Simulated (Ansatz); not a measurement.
The same ligand exchange along the group F, Cl, Br.

Gas-phase electronic energies from Ansatz, PBE0-D4/def2-TZVP geometries. CCSD(T)/CBS adds triple-zeta CCSD(T) − MP2 to the extrapolated MP2 energy (def2 sets, frozen cores). This one scheme is used for every species. Functionals use def2-TZVPP. def2 core potentials past Kr. For Br, Sn outer-core shells are correlated without core-valence functions, which leaves a few kJ/mol of doubt a bond. Scalar relativity is left out up to krypton. One conformer a species, not always the lowest.

| reaction | CCSD(T)/CBS(def2) (eV) |
| --- | --- |
| `[OH][Sn][F]` + H–F → `[F][Sn][F]` + H₂O | ? |
| `[OH][Sn][Cl]` + HCl → `[Cl][Sn][Cl]` + H₂O | -0.71 |
| `[OH][Sn][Br]` + HBr → `[Br][Sn][Br]` + H₂O | -0.88 |

Q: Fill in the missing values. (An estimate is asked.)

A: Ansatz gave: `[OH][Sn][F]` + H–F → `[F][Sn][F]` + H₂O: -0.43 eV.

Largest T1 diagnostic: 0.018, for `[OH][Sn][F]`.
